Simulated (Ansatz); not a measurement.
Ansatz (a quantum-chemistry and plane-wave program) input (HF/3-21G): The .json file is the Basis Set Exchange's 3-21G.

Ansatz 0.2 input:
```yaml
crystal:
  periodic: [false, false, false]
  atoms:
    - {symbol: Sn, position_ang: [-0.31471912, 0.41731095, -0.27220957]}
    - {symbol: O, position_ang: [-1.36841930, -1.27150580, -0.26999233]}
    - {symbol: Cl, position_ang: [1.56960649, -0.62902947, 0.92767158]}
basis:
  gaussian:
    orbitals: 3-21G.json
hamiltonian:
  xc: {name: HF}
magnetization: {spin_polarized: true, initial_magnetization: 1}
phonons: {temperatures: {t_min: 298.15, t_max: 298.15, t_step: 100}}
```

Output:

```
Functional definition: HF
integrals: 0.01 GiB planned
700 factors; integrals over basis functions are off by at most 6.6e-5 eV
mean field: 0.35 GiB planned
mean field evaluation 1: about -177638.6520 eV, gradient 3.6e1 eV
mean field evaluation 2: about -177638.7079 eV, gradient 3.6e1 eV
mean field evaluation 4: about -177646.4875 eV, gradient 5.5e0 eV
mean field evaluation 8: about -177648.4044 eV, gradient 2.2e0 eV
mean field evaluation 16: about -177649.0481 eV, gradient 5.1e-1 eV
mean field evaluation 32: about -177648.9077 eV, gradient 3.6e-1 eV
mean field evaluation 64: about -177639.6542 eV, gradient 9.5e0 eV
mean field evaluation 96: about -177649.0406 eV, gradient 3.7e-1 eV
mean field evaluation 128: about -177647.7276 eV, gradient 4.2e-1 eV
mean field evaluation 160: about -177642.2799 eV, gradient 2.0e1 eV
mean field evaluation 192: about -177647.0739 eV, gradient 3.3e0 eV
mean field evaluation 224: about -177647.1661 eV, gradient 4.0e-1 eV
mean field evaluation 256: about -177644.9982 eV, gradient 1.3e0 eV
mean field evaluation 288: about -177644.0750 eV, gradient 9.2e0 eV
mean field evaluation 320: about -177648.5820 eV, gradient 2.4e0 eV
mean field evaluation 352: about -177647.1794 eV, gradient 3.6e-3 eV
mean field -177649.05215848 eV, -6528.4822519718 hartree, gradient 1.2e-5 eV, S^2 0.762663; 5 other end points of the search recorded, 0 dependent functions left out
the calculation of the forces begins
reference -177649.05215848 eV, -6528.4822519718 hartree; 38, 37 occupied and 17, 18 virtual orbitals, 700 factors
these checks for a lower state are left out or cut short: stability, starts, cluster_reference, orbital_swaps, neighbouring_geometries, increment
integrals: 0.01 GiB planned
700 factors; integrals over basis functions are off by at most 6.5e-5 eV
mean field: 0.35 GiB planned
mean field -177649.05211075 eV, -6528.4822502177 hartree, gradient 4.4e-6 eV, S^2 0.762663; 0 other end points of the search recorded, 0 dependent functions left out
the calculation of the forces begins
reference -177649.05211075 eV, -6528.4822502177 hartree; 38, 37 occupied and 17, 18 virtual orbitals, 700 factors
these checks for a lower state are left out or cut short: stability, starts, cluster_reference, orbital_swaps, neighbouring_geometries, increment
integrals: 0.01 GiB planned
700 factors; integrals over basis functions are off by at most 6.6e-5 eV
mean field: 0.35 GiB planned
mean field -177649.05211730 eV, -6528.4822504583 hartree, gradient 4.3e-6 eV, S^2 0.762663; 0 other end points of the search recorded, 0 dependent functions left out
the calculation of the forces begins
reference -177649.05211730 eV, -6528.4822504583 hartree; 38, 37 occupied and 17, 18 virtual orbitals, 700 factors
these checks for a lower state are left out or cut short: stability, starts, cluster_reference, orbital_swaps, neighbouring_geometries, increment
integrals: 0.01 GiB planned
700 factors; integrals over basis functions are off by at most 6.5e-5 eV
mean field: 0.35 GiB planned
mean field -177649.05212173 eV, -6528.4822506211 hartree, gradient 3.8e-6 eV, S^2 0.762702; 0 other end points of the search recorded, 0 dependent functions left out
the calculation of the forces begins
reference -177649.05212173 eV, -6528.4822506211 hartree; 38, 37 occupied and 17, 18 virtual orbitals, 700 factors
these checks for a lower state are left out or cut short: stability, starts, cluster_reference, orbital_swaps, neighbouring_geometries, increment
integrals: 0.01 GiB planned
700 factors; integrals over basis functions are off by at most 6.6e-5 eV
mean field: 0.35 GiB planned
mean field evaluation 384: about -177649.0521 eV, gradient 2.9e-6 eV
mean field -177649.05212593 eV, -6528.4822507755 hartree, gradient 3.8e-6 eV, S^2 0.762625; 0 other end points of the search recorded, 0 dependent functions left out
the calculation of the forces begins
reference -177649.05212593 eV, -6528.4822507755 hartree; 38, 37 occupied and 17, 18 virtual orbitals, 700 factors
these checks for a lower state are left out or cut short: stability, starts, cluster_reference, orbital_swaps, neighbouring_geometries, increment
integrals: 0.01 GiB planned
700 factors; integrals over basis functions are off by at most 6.6e-5 eV
mean field: 0.35 GiB planned
mean field -177649.05214065 eV, -6528.4822513166 hartree, gradient 3.6e-6 eV, S^2 0.762636; 0 other end points of the search recorded, 0 dependent functions left out
the calculation of the forces begins
reference -177649.05214065 eV, -6528.4822513166 hartree; 38, 37 occupied and 17, 18 virtual orbitals, 700 factors
these checks for a lower state are left out or cut short: stability, starts, cluster_reference, orbital_swaps, neighbouring_geometries, increment
integrals: 0.01 GiB planned
700 factors; integrals over basis functions are off by at most 6.6e-5 eV
mean field: 0.35 GiB planned
mean field -177649.05213773 eV, -6528.4822512093 hartree, gradient 3.2e-6 eV, S^2 0.762690; 0 other end points of the search recorded, 0 dependent functions left out
the calculation of the forces begins
reference -177649.05213773 eV, -6528.4822512093 hartree; 38, 37 occupied and 17, 18 virtual orbitals, 700 factors
these checks for a lower state are left out or cut short: stability, starts, cluster_reference, orbital_swaps, neighbouring_geometries, increment
integrals: 0.01 GiB planned
700 factors; integrals over basis functions are off by at most 6.6e-5 eV
mean field: 0.35 GiB planned
mean field -177649.05213193 eV, -6528.4822509961 hartree, gradient 3.4e-6 eV, S^2 0.762633; 0 other end points of the search recorded, 0 dependent functions left out
the calculation of the forces begins
reference -177649.05213193 eV, -6528.4822509961 hartree; 38, 37 occupied and 17, 18 virtual orbitals, 700 factors
these checks for a lower state are left out or cut short: stability, starts, cluster_reference, orbital_swaps, neighbouring_geometries, increment
integrals: 0.01 GiB planned
700 factors; integrals over basis functions are off by at most 6.5e-5 eV
mean field: 0.35 GiB planned
mean field -177649.05212705 eV, -6528.4822508167 hartree, gradient 2.5e-6 eV, S^2 0.762694; 0 other end points of the search recorded, 0 dependent functions left out
the calculation of the forces begins
reference -177649.05212705 eV, -6528.4822508167 hartree; 38, 37 occupied and 17, 18 virtual orbitals, 700 factors
these checks for a lower state are left out or cut short: stability, starts, cluster_reference, orbital_swaps, neighbouring_geometries, increment
integrals: 0.01 GiB planned
700 factors; integrals over basis functions are off by at most 6.6e-5 eV
mean field: 0.35 GiB planned
mean field evaluation 416: about -177649.0521 eV, gradient 1.5e-1 eV
mean field -177649.05213136 eV, -6528.4822509752 hartree, gradient 4.7e-6 eV, S^2 0.762690; 0 other end points of the search recorded, 0 dependent functions left out
the calculation of the forces begins
reference -177649.05213136 eV, -6528.4822509752 hartree; 38, 37 occupied and 17, 18 virtual orbitals, 700 factors
these checks for a lower state are left out or cut short: stability, starts, cluster_reference, orbital_swaps, neighbouring_geometries, increment
integrals: 0.01 GiB planned
700 factors; integrals over basis functions are off by at most 6.6e-5 eV
mean field: 0.35 GiB planned
mean field -177649.05212774 eV, -6528.4822508420 hartree, gradient 4.7e-6 eV, S^2 0.762636; 0 other end points of the search recorded, 0 dependent functions left out
the calculation of the forces begins
reference -177649.05212774 eV, -6528.4822508420 hartree; 38, 37 occupied and 17, 18 virtual orbitals, 700 factors
these checks for a lower state are left out or cut short: stability, starts, cluster_reference, orbital_swaps, neighbouring_geometries, increment
integrals: 0.01 GiB planned
700 factors; integrals over basis functions are off by at most 6.6e-5 eV
mean field: 0.35 GiB planned
mean field -177649.05215407 eV, -6528.4822518096 hartree, gradient 2.2e-6 eV, S^2 0.762655; 0 other end points of the search recorded, 0 dependent functions left out
the calculation of the forces begins
reference -177649.05215407 eV, -6528.4822518096 hartree; 38, 37 occupied and 17, 18 virtual orbitals, 700 factors
these checks for a lower state are left out or cut short: stability, starts, cluster_reference, orbital_swaps, neighbouring_geometries, increment
integrals: 0.01 GiB planned
700 factors; integrals over basis functions are off by at most 6.6e-5 eV
mean field: 0.35 GiB planned
mean field -177649.05215476 eV, -6528.4822518350 hartree, gradient 2.1e-6 eV, S^2 0.762670; 0 other end points of the search recorded, 0 dependent functions left out
the calculation of the forces begins
reference -177649.05215476 eV, -6528.4822518350 hartree; 38, 37 occupied and 17, 18 virtual orbitals, 700 factors
Total energy: -177649.05215848 eV, -6528.4822519718 hartree
Atom 0 at    -0.314719     0.417311    -0.272210 Å, force    -0.001288    -0.001168    -0.000263 eV/Å
Atom 1 at    -1.368419    -1.271506    -0.269992 Å, force     0.000683     0.001358    -0.000079 eV/Å
Atom 2 at     1.569606    -0.629029     0.927672 Å, force     0.000605    -0.000190     0.000342 eV/Å
Dipole moment:    -0.461586     0.746789    -0.439127 e Å
Vibrations: 162.02 333.44 676.17 cm⁻¹, zero-point energy 0.072632 eV
```

The blocks after the first are displaced geometries, from whose forces the wavenumbers follow.
